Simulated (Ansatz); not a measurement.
(SrS)n off (charge -1): PBE-D4/def2-TZVPD single points in Ansatz on relaxed structures, gas phase. Each cluster is the lowest isomer that a short search found in that spin, judged at the geometry's level, and lower ones may exist. Core potentials for Sr, no spin–orbit coupling. HOMO and LUMO are taken over both spins. The spins of the ions were chosen, not always searched. A dash marks a value that wasn't run or was left out as unsound. The structures are stationary points that may keep the symmetry of their start. Remarks come from the PBE and PBE0 runs and from stability tests at other levels; not every state was tested. A HOMO above zero means that the electron is unbound at that level and held by the basis, or that self-interaction error raises the level; the energy of removing that electron tells which. HOMO above LUMO (over both spins in singlets and doublets, within one spin in higher multiplets; at PBE or PBE0), or a gap under 0.15 eV within one spin, warns that the state may not be the lowest or that an electron is smeared out.

| species | atoms | state | geometry | HOMO (eV) | LUMO (eV) | gap (eV) | vertical IE (eV) | lowest of the spins relaxed | point group (within 0.1 Å) | remarks |
| --- | --- | --- | --- | --- | --- | --- | --- | --- | --- | --- |
| SrS2⁻ | 3 | doublet; oxidised ion triplet | r2SCAN-D4/def2-TZVPD | -0.65 | -0.18 | 0.47 | 2.96 | doublet, of doublet/quartet | D∞h | gap within one spin near zero at PBE or PBE0 (neutral triplet), HOMO above zero (quartet) |
| Sr2S2⁻ | 4 | doublet; oxidised ion singlet | PBE0-D4/def2-TZVPD | 0.49 | – | – | 0.81 | doublet, of doublet/quartet | D2h | HOMO above zero at PBE or PBE0, gap within one spin near zero, HOMO above zero (quartet) |
| Sr3S4⁻ | 7 | doublet | PBE-D4/def2-SVPD | -0.98 | -0.77 | 0.20 | – | – | C2v | – |
